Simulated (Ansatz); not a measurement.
`O[SiH2]OC[SiH3]`. Total charge 0; spin multiplicity 1. The structure was optimised at the PBE0-D4/def2-TZVP level. It is one conformer, not always the lowest.

```xyz
13

O     1.008    2.802    1.069
Si   -0.056    1.693    0.512
O     0.728    0.281    0.225
C     0.384   -0.665   -0.775
Si   -0.605   -2.100   -0.036
H     1.781    2.988    0.534
H    -0.692    2.101   -0.774
H    -1.063    1.566    1.588
H    -0.186   -0.196   -1.589
H     1.311   -1.041   -1.221
H    -0.932   -3.079   -1.109
H     0.187   -2.773    1.024
H    -1.866   -1.576    0.553
```

What is the dipole moment at B3LYP/def2-TZVPP? (Best estimate.)

Computed: 2.03 D, with components (0.58, -0.22, -1.93) D in this frame, pointing from negative to positive charge.

And with PBE, r2SCAN, ωB97M-V? (An estimate is asked.)

Ansatz gave: PBE 1.96 D, r2SCAN 2.01 D, ωB97M-V 2.05 D.

Give the Mulliken charges with B3LYP, PBE, ωB97M-V in def2-TZVPP. (Best estimate.)

The calculation gave: 
```tsv
atom	B3LYP	PBE	ωB97M-V
O1	-0.39	-0.35	-0.38
Si2	0.61	0.51	0.52
O3	-0.38	-0.30	-0.36
C4	-0.08	-0.08	-0.17
Si5	0.28	0.21	0.19
H6	0.18	0.19	0.17
H7	-0.12	-0.11	-0.08
H8	-0.09	-0.08	-0.05
H9	0.08	0.08	0.11
H10	0.10	0.10	0.12
H11	-0.07	-0.06	-0.03
H12	-0.06	-0.05	-0.02
H13	-0.07	-0.05	-0.03
```

B3LYP here is the variant with VWN-RPA as its local correlation; programs differ in this.
